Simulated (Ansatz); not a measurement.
One change: `[SiH]S` becomes `[SH][GeH]`.

Ansatz, PBE0-D4/def2-TZVP geometries, multiplicity 1. 

Scalar relativity is left out up to krypton.

```
                                                                                  property  `[SiH]S`
                                                        HOMO energy (PBE0/def2-TZVPP) / eV     -6.88
                                                     LUMO energy (ωB97M-V/def2-TZVPP) / eV     -0.51
ideal-gas entropy at 298 K and 1 bar (rigid rotor, harmonic PBE0-D4/def2-TZVP) / J/(mol·K)       256
                                                      HOMO–LUMO gap (PBE0/def2-TZVPP) / eV      4.38
                                                       HOMO–LUMO gap (PBE/def2-TZVPP) / eV      2.53
                                                         LUMO energy (PBE/def2-TZVPP) / eV     -3.29
```

(1) Give the same properties after the change, and the shifts. (An estimate is asked.)

Results:

(1) Computed: 
| property | `[SH][GeH]` | shift |
| --- | --- | --- |
| HOMO energy (PBE0/def2-TZVPP) / eV | -7.12 | -0.24 |
| LUMO energy (ωB97M-V/def2-TZVPP) / eV | -0.63 | -0.12 |
| ideal-gas entropy at 298 K and 1 bar (rigid rotor, harmonic PBE0-D4/def2-TZVP) / J/(mol·K) | 271 | 15 |
| HOMO–LUMO gap (PBE0/def2-TZVPP) / eV | 4.53 | 0.15 |
| HOMO–LUMO gap (PBE/def2-TZVPP) / eV | 2.71 | 0.18 |
| LUMO energy (PBE/def2-TZVPP) / eV | -3.34 | -0.05 |

With PBE0 the HOMO falls by 0.24 eV and the LUMO falls by 0.08 eV, so the gap widens by about 0.16 eV. PBE moves the HOMO by -0.23 eV and ωB97M-V by -0.32 eV.
